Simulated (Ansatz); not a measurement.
Wavefunction ladder for CHBr2Cl, SMILES `ClC(Br)Br`

Cartesian coordinates in Å:
```
Cl -0.229 0.381 -1.699
C -0.081 -0.091 -0.021
Br 1.715 -0.648 0.404
Br -0.684 1.304 1.164
H -0.722 -0.947 0.152
```

Total charge 0; spin multiplicity 1. Correlated methods include outer-core shells of Br, which these sets cover unevenly. Scalar relativity is left out up to krypton. The geometry is a stationary point of PBE0-D4/def2-TZVP. Frozen core, restricted reference, Ansatz.

| basis | HF (Eh) | MP2 corr. |
| --- | --- | --- |
| def2-SVP | -5641.94347 | -0.73941 |
| def2-TZVPP | -5642.78399 | -0.91515 |
| def2-QZVPP | -5642.89727 | -1.58172 |

Question: Estimate the CCSD correlation energy and the (T) correction in each basis where they were run (hartree).

Answer: 
```tsv
basis	CCSD corr.	(T)
def2-SVP	-0.75705	-0.02010
def2-TZVPP	-0.93871	-0.03849
```
